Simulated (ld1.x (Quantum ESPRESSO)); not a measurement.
# An all-electron radial function and its pseudo partner (calcium (Ca))

Columns: radius, all-electron u(r) and pseudo u(r) of the 4s shell (level -3.77 eV) of calcium in the configuration [Ar] 3d0 4s2 4p0; Wu–Cohen, scalar-relativistic, TM semilocal scheme, ld1.x (Quantum ESPRESSO) 7.5.

```json
{"r (bohr)": "0.210", "all-electron": "-0.1350", "pseudo": "-0.0167"}
{"r (bohr)": "0.420", "all-electron": "-0.0202", "pseudo": "-0.0345"}
{"r (bohr)": "0.630", "all-electron": "0.1719", "pseudo": "-0.0548"}
{"r (bohr)": "0.840", "all-electron": "0.2419", "pseudo": "-0.0790"}
{"r (bohr)": "1.050", "all-electron": "0.2007", "pseudo": "-0.1086"}
{"r (bohr)": "1.260", "all-electron": "0.0986", "pseudo": "-0.1449"}
{"r (bohr)": "1.470", "all-electron": "-0.0244", "pseudo": "-0.1888"}
{"r (bohr)": "1.680", "all-electron": "-0.1451", "pseudo": "-0.2402"}
{"r (bohr)": "1.890", "all-electron": "-0.2518", "pseudo": "-0.2976"}
{"r (bohr)": "2.100", "all-electron": "-0.3404", "pseudo": "-0.3573"}
{"r (bohr)": "2.310", "all-electron": "-0.4107", "pseudo": "-0.4147"}
{"r (bohr)": "2.520", "all-electron": "-0.4644", "pseudo": "-0.4647"}
{"r (bohr)": "2.730", "all-electron": "-0.5039", "pseudo": "-0.5037"}
{"r (bohr)": "2.940", "all-electron": "-0.5306", "pseudo": "-0.5306"}
{"r (bohr)": "3.150", "all-electron": "-0.5461", "pseudo": "-0.5461"}
{"r (bohr)": "3.360", "all-electron": "-0.5519", "pseudo": "-0.5519"}
{"r (bohr)": "3.570", "all-electron": "-0.5497", "pseudo": "-0.5497"}
{"r (bohr)": "3.780", "all-electron": "-0.5409", "pseudo": "-0.5409"}
{"r (bohr)": "3.990", "all-electron": "-0.5268", "pseudo": "-0.5268"}
{"r (bohr)": "4.200", "all-electron": "-0.5084", "pseudo": "-0.5084"}
{"r (bohr)": "4.410", "all-electron": "-0.4867", "pseudo": "-0.4867"}
{"r (bohr)": "4.620", "all-electron": "-0.4625", "pseudo": "-0.4625"}
{"r (bohr)": "4.830", "all-electron": "-0.4365", "pseudo": "-0.4365"}
{"r (bohr)": "5.040", "all-electron": "-0.4094", "pseudo": "-0.4094"}
{"r (bohr)": "5.250", "all-electron": "-0.3819", "pseudo": "-0.3819"}
{"r (bohr)": "5.460", "all-electron": "-0.3546", "pseudo": "-0.3546"}
```

(1) How many radial nodes do the two functions have?

(2) At about which radius was the pseudo-wave matched?

(3) Is the pseudo-wave norm-conserving?

Results:

(1) The all-electron 4s function has n − l − 1 = 3 (the table is too coarse to show those close to the nucleus); the pseudo-wave has 0, since the states of the same l below it are removed with the core.

(2) 3.25 bohr. The columns agree to 0.0005 from 2.52 bohr on; several derivatives are matched, so the curves merge somewhat inside the radius.

(3) Yes: the TM semilocal scheme keeps the norm inside the radius equal to the all-electron one, which fixes the energy derivative of the logarithmic derivative at the level.
